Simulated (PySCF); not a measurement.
Löwdin shares of the frontier orbitals

C4H12OSi2.
Cartesian coordinates in Å at the GFN2-xTB level; atoms count from 1:
```xyz
19
C4H12OSi2 angstrom
C     -1.7776   -1.7706    0.1777
C     -2.1974   -0.5238    0.3229
Si    -1.3384    0.7779    1.3853
Si     0.0449    2.0910    0.0690
C      1.0982    0.8583   -0.9404
O      1.3744   -0.1785   -0.0167
C      2.1275   -1.2296   -0.5552
H     -0.9091   -2.1357    0.7017
H     -2.2723   -2.4852   -0.4649
H     -3.0742   -0.2102   -0.2339
H     -0.6406    0.0992    2.4833
H     -2.4088    1.5839    2.0018
H     -0.5867    2.9923   -0.9097
H      0.9800    2.9374    0.8230
H      0.5568    0.4540   -1.8072
H      2.0344    1.2872   -1.3208
H      1.6107   -1.6901   -1.4077
H      3.1126   -0.8803   -0.8913
H      2.2558   -1.9680    0.2348
```

Computed with PySCF, TDDFT CAM-B3LYP/def2-SVPD, vertical, gas phase, core orbitals frozen in the response.

Kohn–Sham orbitals with the atoms that hold most of them (Löwdin shares over 4%, at most four atoms; ? is withheld):

```tsv
orbital	ε (eV)	atoms
LUMO+2	1.30	Si4 25%, Si3 25%, H13 14%, H11 12%
LUMO+1	1.12	Si3 12%, C7 12%, Si4 10%, C5 9%
LUMO	?	?
HOMO	-8.79	?
HOMO-1	-9.12	O6 57%, C7 10%, C5 10%, H15 5%
HOMO-2	-9.87	C2 30%, Si3 20%, C1 16%, Si4 10%
HOMO-3	-9.88	C5 28%, O6 20%, Si4 18%, C2 5%
```

(1) Which atoms hold the LUMO, and with what shares?

(2) Give the leading atoms of the HOMO.

(3) What is the LUMO energy, and the HOMO–LUMO gap?

Results:

(1) C1 (bonded to C and 2 H) 27%; C2 (bonded to C, Si and H) 25%; Si4 (bonded to C, Si and 2 H) 12%; Si3 (bonded to C, Si and 2 H) 12%. By element: carbon 52% or more, silicon 24%.

(2) C1 (bonded to C and 2 H) 23%; C2 (bonded to C, Si and H) 23%; Si3 (bonded to C, Si and 2 H) 14%; Si4 (bonded to C, Si and 2 H) 14%. By element: carbon 46% or more, silicon 29%.

(3) ε(LUMO) = 0.59 eV; the gap is 9.38 eV (0.3447 hartree).

**Question.** How does S1 compare with the orbital gap of 9.38 eV?

**Answer.** S1 is at 6.47 eV (f = 0.180), 2.91 eV below the gap, made of HOMO→LUMO (64%), HOMO-2→LUMO (20%). 

**Question.** One configuration dominates each of S3, S4 and S5. Which, and how do the shares of the two leading atoms of either orbital change from the occupied to the empty one?

**Answer.** 
- S3 (6.98 eV, f 0.030), HOMO→LUMO+1 (72%): C1 23% → at most 10%, C2 23% → at most 10%, Si3 14% → 12%, C7 at most 15% → 12%
- S4 (7.09 eV, f 0.0052), HOMO-1→LUMO+1 (73%): O6 57% → at most 10%, C7 10% → 12%, Si3 at most 5% → 12%
- S5 (7.13 eV, f 0.0004), HOMO-1→LUMO (89%): O6 57% → at most 12%, C7 10% → at most 12%, C1 at most 5% → 27%, C2 at most 5% → 25%

On an Arm Neoverse N1 with one thread, on a shared host, this took 2.2 min and 1.1 GiB of memory at its peak.

One conformer stands for the species.
